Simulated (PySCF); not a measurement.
A PySCF script (with the pyscf-properties extension) for the NMR shieldings of `FC(F)(F)Sc1ccc(Cl)s1`, C5H2ClF3S2, on a GFN2-xTB geometry:

```python
import basis_set_exchange as bse
import numpy as np
from pyscf import gto, dft
from pyscf.prop import nmr

atoms = """
F    -1.940561   -1.690417    0.396266
C    -2.477843   -0.545618   -0.023205
F    -2.445869    0.298094    1.010836
F    -3.747672   -0.770875   -0.326546
S    -1.580517    0.132785   -1.477260
C     0.027169    0.115729   -0.763569
C     0.524104    0.992845    0.153359
C     1.847754    0.692751    0.525419
C     2.336727   -0.400036   -0.128464
Cl    3.896979   -1.066829    0.033885
S     1.184624   -1.102212   -1.211580
H    -0.042527    1.815047    0.550746
H     2.413243    1.257673    1.242384
"""
names = dict.fromkeys(["F", "C", "S", "Cl", "H"], "pcSseg-1")
basis = {el: gto.basis.parse(bse.get_basis(n, elements=[el], fmt="nwchem")) for el, n in names.items()}
mol = gto.M(atom=atoms, basis=basis, charge=0, verbose=0)
mf = dft.RKS(mol, xc="PBE0")
mf.grids.level = 2
mf.grids.alignment = dft.numint.BLKSIZE   # the property module wants whole blocks of grid points
mf.conv_tol = 1e-9
mf.kernel()

calc = nmr.RKS(mf)   # GIAO
C = mf.mo_coeff
Co = C[:, mf.mo_occ > 0]
resp = mf.gen_response(singlet=True, hermi=2)
def vind(x):   # induced exchange potential for any number of trial vectors
    d = np.einsum("pi,xij,qj->xpq", C, 2 * x.reshape(-1, C.shape[1], Co.shape[1]), Co, optimize=True)
    return np.einsum("xpq,pi,qj->xij", resp(d - d.transpose(0, 2, 1)), C, Co, optimize=True).ravel()
mo1, _ = nmr.rhf.solve_mo1(calc, with_cphf=vind)
sigma = calc.kernel(mo1)
for i, s in enumerate(sigma):   # ppm
    print("%2d %-2s %9.2f" % (i, mol.atom_pure_symbol(i), np.trace(s) / 3))
```

Q: Give the expected output.

A: 
```
 0 F     224.19
 1 C      46.39
 2 F     225.08
 3 F     240.74
 4 S     380.13
 5 C      52.92
 6 C      42.03
 7 C      53.89
 8 C      32.42
 9 Cl    727.55
10 S     218.38
11 H      24.18
12 H      24.62
```

These numbers come from an equivalent density-fitted implementation of the same equations, which agrees with the script to about 0.01 ppm for H and up to a few tenths of a ppm for heavy atoms, so last digits may differ.

Q: Turn these shieldings into chemical shifts. Scale: ¹⁹F (170.95 ppm) against CFCl3; ¹³C (186.93 ppm) and ¹H (31.72 ppm) vs TMS; ³³S (503.73 ppm) vs CS2; HCl for ³⁵Cl (949.78 ppm) (reference shieldings calculated alike).

A: Averaging equivalent atoms: F 0/2/3: -59.1; C 8: 154.5; C 6: 144.9; C 1: 140.5; C 5: 134.0; C 7: 133.0; S 10: 285; S 4: 124; Cl 9: 222; H 11: 7.54; H 12: 7.10 ppm. Unscaled 19F shifts against computed CFCl3 carry errors that often reach 10 to 50 ppm.

Size and cost of the density-fitted run: 218 basis functions, 36 s wall time on 1 thread of an Arm Neoverse V2, shared host.
